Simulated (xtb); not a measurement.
Torsional profile of SMILES CC(C)c1cccc(N)c1 (C9H13N). Scanned: dihedral C1–C2–C4–C5; all other coordinates were relaxed at GFN2-xTB.

Geometry of the scan point at -140° (Å):
```
23

C     -2.4237    -0.7742     0.8559
C     -1.5211     0.3992     0.4759
C     -2.1745     1.2392    -0.6264
C     -0.1477    -0.0363     0.0226
C      0.9685     0.6928     0.4175
C      2.2305     0.3369    -0.0239
C      2.4005    -0.7432    -0.8664
C      1.2935    -1.4825    -1.2799
N      1.4541    -2.6087    -2.0671
C      0.0266    -1.1120    -0.8324
H     -1.9171    -1.4315     1.5591
H     -3.3358    -0.4061     1.3215
H     -2.7049    -1.3538    -0.0194
H     -1.3971     1.0340     1.3605
H     -1.5516     2.0971    -0.8698
H     -3.1502     1.5972    -0.3044
H     -2.3035     0.6437    -1.5278
H      0.8485     1.5405     1.0765
H      3.0914     0.9096     0.2898
H      3.3865    -1.0224    -1.2100
H      2.3106    -2.6604    -2.5947
H      0.6383    -2.9167    -2.5714
H     -0.8240    -1.6880    -1.1667
```

Level of theory: GFN1-xTB // GFN2-xTB in xtb.

Scanned values (°): -160, -140, -120, -100, -80, -60, -40, -20, 0, 20, 40, 60, 80, 100, 120, 140, 160, 180.

**Question.** At which scan points does the profile have its minima and maxima, and how high do they lie?

**Answer.** Lower than their neighbours: -120° (0.0 kJ/mol), 60° (0.0 kJ/mol). Higher than their neighbours: -20° (10.2 kJ/mol), 160° (10.3 kJ/mol). The whole profile spans 10.3 kJ/mol.
